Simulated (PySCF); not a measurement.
Gas-phase reaction: NbOCl3 + 2 ClF ⇌ NbCl5 + F + FO. Level: PBE0/def2-TZVP; standard pressure 1 bar.

Energies from PySCF, thermal terms from the rigid-rotor harmonic-oscillator model, ideal gas at 1 bar. Open shells (unrestricted): F (multiplicity 2, electronic degeneracy 6), FO (multiplicity 2, electronic degeneracy 4); the rest are closed-shell singlets. Spin-orbit splitting is ignored; it lowers the true energy and changes the entropy of F, FO. Nb: scalar-relativistic def2 core potential, no spin-orbit coupling. The harmonic model lacks anharmonicity and excited electronic states, which grow with temperature; levels with a mode under 35 cm⁻¹ are left out. Soft modes under 120 cm⁻¹ make the harmonic entropy rough for NbOCl3, NbCl5.

```
T (K)  1000/T (1/K)  log10 K
-----  ------------  -------
800          1.2500   -20.75
1000         1.0000   -16.58
1200         0.8333   -13.78
1400         0.7143   -11.78
1600         0.6250        ?
1800         0.5556    -9.08
```

Fit log10 K = a + b·(1000/T) to the five rows, get the mean ΔH° and ΔS°, and predict log10 K at 1600 K.

Means: 1000/T = 0.8706, log10 K = -14.394. Sums of products about the means: Sxy = -4.79972, Sxx = 0.285735, so b = Sxy/Sxx = -16.80 and a = -14.394 − (-16.80)×0.8706 = 0.23.
ΔH° = −R ln 10 × 1000 K × b = −19.145 × (-16.80) = 322 kJ; ΔS° = R ln 10 × a = 4 J/K. The run's own values go from 318 kJ and 0 J/K at 800 K to 327 kJ and 8 J/K at 1800 K.
Prediction at 1600 K: 0.23 + (-16.80)×0.6250 = -10.27. The computed value is -10.26, 0.01 from the line.
For scale, ΔH°(298 K) is 312 kJ at this level, 340 kJ at ωB97M-V/def2-TZVP†, and runs from 136 to 403 kJ over the 17 levels computed († marks an energy on the PBE0/def2-TZVP geometry).
